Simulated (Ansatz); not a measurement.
The Be1–H2 bond of BeHI (SMILES [BeH][I]) is stretched (multiplicity 1, the rest rigid).
Geometry at rest (charge 0, multiplicity 1):
```xyz
3

Be     0.000     0.000    -1.962
H      0.000     0.000    -3.285
I      0.000     0.000     0.210
```

Frozen-core correlation. Filled d and f shells under p-block atoms count as core.

Run with Ansatz (Gaussian orbitals). Values without a source in brackets are computed. In def2 rows elements past Kr take small-core potentials, without spin–orbit coupling.

Energies above the point at 1.323 Å (the B3LYP-D3(BJ) bond length), FIC-MRCISD+Q on CASSCF(2,2)/def2-TZVPPD (kcal/mol): 4.04 at 1.191 Å; 2.50 at 1.455 Å; 92.93 at 4.233 Å.

### Question
Take the last value as the depth D of a Morse curve D(1 − e^(−a(R − R₀)))², fit a and R₀ to the two near points, and test it at 1.786 and 2.315 Å.

### Answer

With D = 92.9, both near points (counted from the curve's value at 1.323 Å) are met by a = 1.40 Å⁻¹ and R₀ = 1.326 Å, so k = 2Da² = 362 kcal/(mol Å²). The curve then gives 20.8 and 52.1 kcal/mol; the level itself gives 21.1 and 55.2, so Morse is off by -0.3 and -3.1.

Ansatz is a quantum-chemistry and plane-wave program.
